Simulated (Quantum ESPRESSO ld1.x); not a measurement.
Question: Radial electron density D(r) = 4 pi r^2 rho(r) of an atom or ion with 36 electrons. Method: Dirac Kohn-Sham, revPBE, spin-unpolarised, spherical densities, point nucleus; computed with ld1.x of Quantum ESPRESSO 7.5.

```
   r/bohr * D(r) (the largest magnitude, 101, reaches the edge; | marks zero)
 0.003059 |         *
 0.003533 |           *
  0.00408 |             *
 0.004712 |                *
 0.005442 |                    *
 0.006285 |                       *
 0.007201 |                           *
 0.008316 |                               *
 0.009604 |                                  *
  0.01109 |                                      *
  0.01281 |                                        *
  0.01479 |                                          *
  0.01695 |                                          *
  0.01957 |                                          *
  0.02261 |                                        *
  0.02611 |                                      *
  0.03015 |                                     *
  0.03454 |                                     *
  0.03989 |                                       *
  0.04607 |                                          *
  0.05321 |                                               *
  0.06145 |                                                    *
  0.07097 |                                                      *
  0.08131 |                                                     *
   0.0939 |                                                 *
   0.1084 |                                           *
   0.1252 |                                       *
   0.1446 |                                      *
    0.167 |                                         *
   0.1914 |                                             *
    0.221 |                                              *
   0.2552 |                                         *
   0.2948 |                                *
   0.3404 |                     *
     0.39 |               *
   0.4504 |           *
   0.5202 |          *
   0.6008 |         *
   0.6938 |      *
   0.8013 |   *
    0.918 | *
     1.06 *
    1.224 *
    1.414 *
    1.633 *
    1.886 *
    2.161 *
    2.495 *
    2.882 *
    3.328 *
    3.844 *
    4.439 *
```

What is the nuclear charge?

Answer: Z = 59. The innermost maximum, from 1s, lies near gamma/Z bohr with gamma = sqrt(1 - (Z/c)^2) = 0.903, here 0.0153 bohr (found: 0.0168), and its height grows with Z. The density is that of the praseodymium ion Pr23+ in [Ar] 3d10 4s2 4p5 7s1; the configuration itself is not fixed sharply by these data, and Z only to a few units. D(r) has 5 maxima, at r = 0.0168, 0.0733, 0.212, 1.37, 2.48 bohr, and minima at 0.0327, 0.139, 1.22 bohr, inside which lie 2.02, 11.11, 35.09 electrons.
